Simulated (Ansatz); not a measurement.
Input file for Ansatz (a first-principles code): R-PBE0/def2-TZVPP on ClO+, 2S+1 = 1, a spin state set in the input, which need not be the lowest. Charge +1.

Ansatz 0.2 input:
```yaml
crystal:
  periodic: [false, false, false]
  atoms:
    - {symbol: O, position_ang: [0.00000000, 0.00000000, 0.00000000]}
    - {symbol: Cl, position_ang: [0.00000000, 0.00000000, 1.59600000]}
basis:
  gaussian:
    orbitals: def2-TZVPP
hamiltonian:
  xc: {name: PBE0}
total_charge: 1
relax: {f_tol: 0.002, max_steps: 120}
```

It printed:

```
WARN ansatz: RAYON_NUM_THREADS=2 ignored (pool sized by the plan → 2); use --threads N
Functional definition: PBE0
integrals: 0.01 GiB planned
476 factors; their error is unknown
mean field: 0.15 GiB planned
mean field evaluation 1: about -14531.1920 eV, gradient 9.5e1 eV
mean field evaluation 2: about -14427.9168 eV, gradient 2.2e2 eV
mean field evaluation 4: about -14548.5330 eV, gradient 7.4e0 eV
mean field evaluation 8: about -14548.6388 eV, gradient 1.2e-1 eV
mean field evaluation 16: about -14548.6732 eV, gradient 1.7e-5 eV
mean field -14548.67323341 eV, -534.6538798828 hartree, gradient 2.6e-5 eV, S^2 0.000000; 0 other end points of the search recorded, 0 dependent functions left out
the calculation of the forces begins
reference -14548.67324600 eV, -534.6538803457 hartree; 12, 12 occupied and 61, 61 virtual orbitals, 476 factors
relax step   1: F+E_penalty+E_count = -14548.67323341 eV  Δ(F+E_penalty+E_count) = +0.000e0 eV  max|allowed force component| = 5.082e0 eV/Å  Δτ_max = 0.0000 Å  (28 SCF iters, accepted)
these checks for a lower state are left out or cut short: starts, cluster_reference, orbital_swaps, neighbouring_geometries, increment
integrals: 0.01 GiB planned
476 factors; their error is unknown
mean field: 0.15 GiB planned
mean field -14548.92422696 eV, -534.6631037256 hartree, gradient 1.7e-5 eV, S^2 0.000000; 0 other end points of the search recorded, 0 dependent functions left out
the calculation of the forces begins
reference -14548.92423947 eV, -534.6631041855 hartree; 12, 12 occupied and 61, 61 virtual orbitals, 476 factors
relax step   2: F+E_penalty+E_count = -14548.92422696 eV  Δ(F+E_penalty+E_count) = -2.510e-1 eV  max|allowed force component| = 3.423e0 eV/Å  Δτ_max = 0.0291 Å  (30 SCF iters, accepted)
these checks for a lower state are left out or cut short: starts, cluster_reference, orbital_swaps, neighbouring_geometries, increment
integrals: 0.01 GiB planned
476 factors; their error is unknown
mean field: 0.15 GiB planned
mean field evaluation 32: about -14549.0633 eV, gradient 1.3e-3 eV
mean field -14549.06333792 eV, -534.6682159594 hartree, gradient 1.7e-5 eV, S^2 0.000000; 0 other end points of the search recorded, 0 dependent functions left out
the calculation of the forces begins
reference -14549.06335032 eV, -534.6682164149 hartree; 12, 12 occupied and 61, 61 virtual orbitals, 476 factors
relax step   3: F+E_penalty+E_count = -14549.06333792 eV  Δ(F+E_penalty+E_count) = -1.391e-1 eV  max|allowed force component| = 6.029e-1 eV/Å  Δτ_max = 0.0330 Å  (29 SCF iters, accepted)
these checks for a lower state are left out or cut short: starts, cluster_reference, orbital_swaps, neighbouring_geometries, increment
integrals: 0.01 GiB planned
476 factors; their error is unknown
mean field: 0.15 GiB planned
mean field -14549.06671036 eV, -534.6683398943 hartree, gradient 1.3e-5 eV, S^2 0.000000; 0 other end points of the search recorded, 0 dependent functions left out
the calculation of the forces begins
reference -14549.06672274 eV, -534.6683403490 hartree; 12, 12 occupied and 61, 61 virtual orbitals, 476 factors
relax step   4: F+E_penalty+E_count = -14549.06671036 eV  Δ(F+E_penalty+E_count) = -3.372e-3 eV  max|allowed force component| = 5.409e-2 eV/Å  Δτ_max = 0.0051 Å  (30 SCF iters, accepted)
these checks for a lower state are left out or cut short: starts, cluster_reference, orbital_swaps, neighbouring_geometries, increment
integrals: 0.01 GiB planned
476 factors; their error is unknown
mean field: 0.15 GiB planned
mean field -14549.06673650 eV, -534.6683408548 hartree, gradient 1.2e-5 eV, S^2 0.000000; 0 other end points of the search recorded, 0 dependent functions left out
the calculation of the forces begins
reference -14549.06674887 eV, -534.6683413095 hartree; 12, 12 occupied and 61, 61 virtual orbitals, 476 factors
relax step   5: F+E_penalty+E_count = -14549.06673650 eV  Δ(F+E_penalty+E_count) = -2.614e-5 eV  max|allowed force component| = 3.425e-3 eV/Å  Δτ_max = 0.0005 Å  (31 SCF iters, accepted)
these checks for a lower state are left out or cut short: starts, cluster_reference, orbital_swaps, neighbouring_geometries, increment
integrals: 0.01 GiB planned
476 factors; their error is unknown
mean field: 0.15 GiB planned
mean field -14549.06673661 eV, -534.6683408587 hartree, gradient 1.2e-5 eV, S^2 0.000000; 0 other end points of the search recorded, 0 dependent functions left out
the calculation of the forces begins
reference -14549.06674898 eV, -534.6683413133 hartree; 12, 12 occupied and 61, 61 virtual orbitals, 476 factors
relax step   6: F+E_penalty+E_count = -14549.06673661 eV  Δ(F+E_penalty+E_count) = -1.047e-7 eV  max|allowed force component| = 5.993e-6 eV/Å  Δτ_max = 0.0000 Å  (31 SCF iters, accepted)
integrals: 0.01 GiB planned
476 factors; their error is unknown
mean field: 0.15 GiB planned
mean field evaluation 64: about -14549.0667 eV, gradient 1.0e-3 eV
mean field -14549.06673661 eV, -534.6683408587 hartree, gradient 1.2e-5 eV, S^2 0.000000; 1 other end points of the search recorded, 0 dependent functions left out
the calculation of the forces begins
reference -14549.06674898 eV, -534.6683413133 hartree; 12, 12 occupied and 61, 61 virtual orbitals, 476 factors
Total energy: -14549.06674898 eV, -534.6683413133 hartree
Atom 0 at     0.000000    -0.000000     0.067667 Å, force    -0.000000     0.000000    -0.000006 eV/Å
Atom 1 at    -0.000000     0.000000     1.528333 Å, force     0.000000    -0.000000     0.000006 eV/Å
Dipole moment:     0.000000    -0.000000     0.307505 e Å
```

The calculation finished and met its thresholds.

Cost: around 4 core-seconds (rough).
